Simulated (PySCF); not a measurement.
Vertical excitations of a molecule C2H10OSi3 from TDA-PBE/def2-SVPD (PySCF 2.14.0), as energy in eV (oscillator strength): 3.09 (0.007), 4.67 (0.019), 4.78 (0.007), 5.00 (0.010), 5.17 (0.060), 5.33 (0.000). Lowest triplet (TDA): 2.39 eV. Geometry: B3LYP-D3(BJ)/def2-SVP. Other conformers were not sampled.

### Question
Identify the compound among the candidates.
A) O=C[Si@H]([SiH3])C[SiH3]
B) C[Si@@H]1C[SiH2][SiH2]O1
C) C[Si]1(C)[SiH2]O[SiH2]1
D) O=C([SiH3])C[SiH2][SiH3]

### Answer
A, O=C[Si@H]([SiH3])C[SiH3]
